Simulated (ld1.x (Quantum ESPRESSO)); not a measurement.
Before and after: TM potential for K

```json
{
  "Element": "K (Z = 19)",
  "Generator": "ld1.x (Quantum ESPRESSO) 7.5",
  "Type": "norm-conserving Troullier–Martins (Kleinman–Bylander form)",
  "Functional": "BLYP",
  "Relativity": "scalar-relativistic",
  "Frozen core": "[Ar]",
  "Valence charge": "1",
  "Reference configuration": "3d1 4s0 4p0",
  "Partial waves": "4s (bound, empty): rc 3.95 bohr; 4p (bound, empty): rc 4.20 bohr; 3d (bound): rc 4.20 bohr",
  "Local potential": "all-electron potential smoothed inside 3.00 bohr (lloc = -1)",
  "Core correction": "Bessel-smoothed model core inside 2.20 bohr"
}
```

All-electron outer shells of the reference configuration (BLYP, scalar-relativistic, ld1.x):

```json
{"shell": "3s", "level (eV)": "-36.44", "outermost node (bohr)": "0.48", "outermost maximum (bohr)": "1.07"}
{"shell": "3p", "level (eV)": "-19.96", "outermost node (bohr)": "0.45", "outermost maximum (bohr)": "1.15"}
{"shell": "4s", "level (eV)": "-3.11", "outermost node (bohr)": "1.58", "outermost maximum (bohr)": "3.78"}
{"shell": "4p", "level (eV)": "-1.36", "outermost node (bohr)": "1.86", "outermost maximum (bohr)": "5.57"}
{"shell": "3d", "level (eV)": "-0.48", "outermost node (bohr)": "–", "outermost maximum (bohr)": "6.56"}
```

Change: all radii but the core radius scaled by about 0.77 (s 3.06, p 3.24, d 3.24 bohr); local potential all-electron potential smoothed inside 2.32 bohr (lloc = -1).

Cutoffs: the cutoffs (Ry, on a coarse ladder) from which the occupation-weighted sum of valence levels, in a spherical-Bessel basis at the reference potential, stays within 10 and 1 mRy of its value at 400 Ry; they do not see the model core or the augmentation charge, which bear on the density cutoff. Errors are all-electron minus pseudo energies relative to the spin-unpolarised reference configuration.

Problem. Predict the effect on cutoff, ghosts and configuration errors.

Solution. The potential gets harder (6 Ry and 10 Ry → 10 Ry and 18 Ry); a bound ghost appears in s, which as a rule spoils a file; the number of tests that count goes from 3 to 4; of the 3 tests that both files solve, the error grows in 2 and shrinks in 0 by more than 15 % and 0.3 meV (median size 1.3 → 2.0 meV). A smaller radius makes the pseudo-wave follow the all-electron one further in, where it bends more sharply, so more plane waves are needed.

```tsv
quantity	base	changed
cutoff, loose	6 Ry	10 Ry
cutoff, tight	10 Ry	18 Ry
bound ghosts	none	s
tests counted (converged, no solver errors)	3 of 4	4 of 4
error for 3d0 4s1 4p0, meV [ΔE -2.54 eV]	-1.3	-2.0
error for 3d0 4s0.5 4p0, meV [ΔE -0.90 eV]	+1.6	-1.6
error for 3d0 4s0 4p1, meV [ΔE -0.89 eV]	-0.4	-3.3
```

Base: Tests not counted: 3d0.5 4s0.5 4p0 (pseudo-atom not self-consistent, printed error +0.1 meV). A true bound ghost makes a file unfit for plane-wave use even where its test errors are small: the radial tests pick states by their node count and pass the ghost by.
